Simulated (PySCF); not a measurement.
# Excited states of Ba⁴⁴⁺ (barium, charge +44)

Ground state [Ne] 3s2, ¹S. Calculation: PySCF 2.14, in an uncontracted even-tempered set (20 s from 1.47 bohr⁻², ratio 2.5; 14 p from 1.92 bohr⁻², ratio 2.5; 7 d from 2.24 bohr⁻², ratio 2.7; 4 f from 66 bohr⁻², ratio 2.7); the spin-free X2C one-electron Hamiltonian (Gaussian nucleus). Vertical excitation energies in eV without spin-orbit coupling; excited terms of each kind are numbered among those the solver found. Frozen: 1s2.

```json
{"term": "1 3P°", "leading excitation": "3s → p", "EOM-EE-CCSD": "159.71"}
{"term": "1 1P°", "leading excitation": "3s → p", "EOM-EE-CCSD": "196.58"}
{"term": "1 3D", "leading excitation": "3s → d", "EOM-EE-CCSD": "358.30"}
{"term": "1 1D", "leading excitation": "3s → d", "EOM-EE-CCSD": "393.48"}
```

The spin-orbit splitting of the hole, absent here, rivals or exceeds the spacing of these terms, so the LS terms are model states.

Only the lower part of the computed list is shown. Doubly excited terms such as np² are absent. The solver can miss terms. The 25 highest virtual orbitals were dropped.
